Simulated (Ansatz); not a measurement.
Basis-set extrapolation for CH3F2NSi (`C=N[SiH](F)F`) (PBE0-D4/def2-TZVP geometry, frozen core, the Gaussian-basis code of Ansatz). Multiplicity 1, RHF reference.

```csv
,def2-TZVPP,def2-QZVPP
HF,-582.162822,-582.186666
MP2 correlation,-0.966710,-1.049583
CCSD(T) correlation,-1.021784,not run
```

Energies in hartree. Use E(X) = E(∞) + A·exp(−7.88·√X) for Hartree–Fock and E(X) = E(∞) + B·X^(−2.97) for correlation, with X = 3 and 4, and add CCSD(T) minus MP2 of the smaller set to the MP2 limit.

Q: What is the CCSD(T) energy at the basis-set limit?

A: HF limit: -582.186666 + (-0.023844) × 0.13774 = -582.18995. MP2 limit: -1.049583 + (-0.082873) × 0.74074 = -1.11097. Higher-order term: -1.021784 − (-0.966710) = -0.05507. Total: -583.35599 hartree, 450.0 kJ/mol below CCSD(T)/def2-TZVPP.
